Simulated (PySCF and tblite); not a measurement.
Values are calculated unless marked as measured or tabulated.
C₄H₅FO₂, numbered as in [CH3:1][O:2][C:3](=[O:4])/[CH:5]=[CH:6]/[F:7].

Geometries GFN2-xTB; weights from TPSS-D3(BJ)/def2-TZVP energies and GFN2-xTB thermal corrections, with symmetry numbers and mirror pairs. Conformers within 2.5 kcal/mol (GFN2-xTB free energy) were kept, 6 at most. GIAO shieldings: PBE0/pcSseg-1. Shifts are against TMS (¹H), TMS (¹³C), CFCl3 (¹⁹F) at the same level. Programs: PySCF with density fitting and tblite.

Q: List the conformer-averaged shifts at 298.15 K.

A: ¹H: 7.91 (H6, 1H), 5.86 (H5, 1H), 3.93 (H1, 3H) ppm. ¹³C: 176.0 (C6), 171.9 (C3), 112.3 (C5), 53.8 (C1) ppm. ¹⁹F: -103.2 (F7) ppm.

Q: How do the conformers differ?

A: Torsions listed: C1–O2–C3–O4, O2–C3–C5–C6.
```json
{"conformer": "1", "shape": "0°, 180°", "weight %": "62.2"}
{"conformer": "2", "shape": "0°, 0°", "weight %": "37.8"}
```

```
signal       1       2  average
    H1    3.93    3.93     3.93
    H5    5.86    5.84     5.86
    H6    7.96    7.83     7.91
    C1    53.9    53.8     53.8
    C3   172.7   170.6    171.9
    C5   111.7   113.2    112.3
    C6   176.3   175.5    176.0
    F7  -104.0  -101.8   -103.2
```

The minima are those of GFN2-xTB; planar forms about aryl–S or allylic bonds may be saddles in DFT. Unscaled ¹⁹F shifts at such levels can be off by tens of ppm; differences between conformers or isomers are more reliable. Shifts are unscaled: against experiment ¹³C can be off by 15 ppm or more and ¹H by 0.8 ppm.
